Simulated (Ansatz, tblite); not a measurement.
Forces on SbH₂Br at its r2SCAN-D4/def2-TZVP geometry. The state is a singlet with charge 0.

In the def2 sets Sb takes a core potential; there is no spin–orbit coupling. The xTB rows come from tblite.

GFN1-xTB (tblite), largest force 0.30 eV/Å:

```xyz
4
positions Å, forces eV/Å
Sb   -0.237    0.705   -0.367    0.054   -0.288    0.060
H    -0.793    0.413    1.227    0.149    0.020   -0.162
H     1.381    0.602    0.188   -0.220   -0.012    0.014
Br   -0.352   -1.721   -1.049    0.018    0.281    0.088
```

GFN2-xTB (tblite), largest force 0.35 eV/Å:

```
Sb -0.090 0.062 -0.178
H 0.086 -0.156 -0.062
H -0.079 -0.170 0.017
Br 0.083 0.264 0.222
```

PBE-D4/def2-TZVP (Ansatz), largest force 0.36 eV/Å:

```
Sb -0.128 0.247 -0.224
H -0.068 -0.033 0.209
H 0.208 -0.009 0.077
Br -0.012 -0.206 -0.063
```
